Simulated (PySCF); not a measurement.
PySCF 2.14 output of an unrestricted M06-2X calculation on a single atom or ion in 6-31G* (5s4p2d1f, 34 functions), with the non-relativistic Hamiltonian (point nucleus):

```
SCF conv_tol = 1e-09
number electrons alpha = 11  beta = 9
    Y. Zhao and D. G. Truhlar.,  Theor. Chem. Acc. 120, 215 (2008)
    Y. Zhao and D. G. Truhlar.,  Theor. Chem. Acc. 120, 215 (2008)
cycle= 1 E= -848.499006344351  delta_E= -0.000766  |g|= 0.00452  |ddm|= 0.0273
cycle= 2 E= -848.49901367  delta_E= -7.33e-06  |g|= 0.000525  |ddm|= 0.00303
cycle= 3 E= -848.49901378074  delta_E= -1.11e-07  |g|= 5.7e-05  |ddm|= 0.000526
cycle= 4 E= -848.499013782787  delta_E= -2.05e-09  |g|= 7.22e-06  |ddm|= 6.67e-05
cycle= 5 E= -848.499013782828  delta_E= -4.05e-11  |g|= 6.71e-07  |ddm|= 1.24e-05
converged SCF energy = -848.499013782828  <S^2> = 2.0004615  2S+1 = 3.0003076
```

The run itself started from symmetry-adapted Hartree-Fock orbitals and held the occupation by maximum overlap, on a logarithmic radial grid, so the iterations belong to that start.

**Question.** Which element, charge and spin multiplicity is this?

**Answer.** Ti²⁺ (titanium, charge +2), multiplicity 3; the state was [Ar] 3d2, high-spin 3F determinant.
